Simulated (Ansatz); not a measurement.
Abridged output of a molecular run in Ansatz:

```
Functional definition: HF
1618 factors; integrals over basis functions are off by at most 8.7e-4 eV
mean field evaluation 1: about -20382.1594 eV, gradient 4.0e1 eV
mean field evaluation 2: about -20382.4660 eV, gradient 4.0e1 eV
mean field evaluation 4: about -20386.6445 eV, gradient 4.6e0 eV
mean field evaluation 8: about -20386.7499 eV, gradient 4.7e-1 eV
mean field evaluation 16: about -20386.7520 eV, gradient 1.9e-6 eV
mean field -20386.75203958 eV, -749.1993188177 hartree, gradient 1.9e-6 eV, S^2 0.000000; 0 other end points of the search recorded, 0 dependent functions left out
13 core orbitals not correlated: weight in the atoms' cores, before any rotation towards them, 1.000 or more for the frozen orbitals, at most 0.000 for the correlated occupied ones
reference -20386.75203958 eV, -749.1993188177 hartree; 15, 15 occupied and 247, 247 virtual orbitals, 1618 factors
second order -23.11311534 eV of doubles, -0.00000000 eV of singles
cycle   1  -23.65279031 eV  change   -5.4e-1 eV  update   1.2e-1
cycle   2  -24.34371040 eV  change   -6.9e-1 eV  update   3.8e-2
cycle   3  -24.50237217 eV  change   -1.6e-1 eV  update   2.0e-2
cycle   4  -24.48600991 eV  change    1.6e-2 eV  update   5.1e-3
cycle   5  -24.48465840 eV  change    1.4e-3 eV  update   2.4e-3
cycle   6  -24.48524762 eV  change   -5.9e-4 eV  update   6.5e-4
cycle   7  -24.48478757 eV  change    4.6e-4 eV  update   2.8e-4
cycle   8  -24.48470541 eV  change    8.2e-5 eV  update   1.0e-4
cycle   9  -24.48474624 eV  change   -4.1e-5 eV  update   4.5e-5
cycle  10  -24.48474286 eV  change    3.4e-6 eV  update   1.9e-5
perturbative correction -1.02215357 eV, -0.0375634509 hartree
Total energy: -20412.25893601 eV, -750.1366799724 hartree
```

Its atoms:

```xyz
12

N    -2.150   -0.375    1.203
C    -1.099    0.250    0.882
O    -1.153    1.584    0.695
Si    0.643   -0.455    0.574
Si    1.310    0.000   -1.621
H    -1.980   -1.369    1.315
H    -2.071    1.851    0.864
H     1.591    0.148    1.548
H     0.546   -1.918    0.826
H     0.293   -0.524   -2.571
H     1.453    1.466   -1.814
H     2.614   -0.658   -1.900
```

Question: Which basis set was used?
A. def2-TZVPP
B. def2-SVP
C. cc-pV(Q+d)Z
D. def2-TZVPPD

Answer: A. It gives 275 functions.

Question: Write the keys of the input that set method, charge and spin (a neutral closed shell needs none for the last two).

Answer: 
```yaml
correlation: {method: ccsd_t}
```
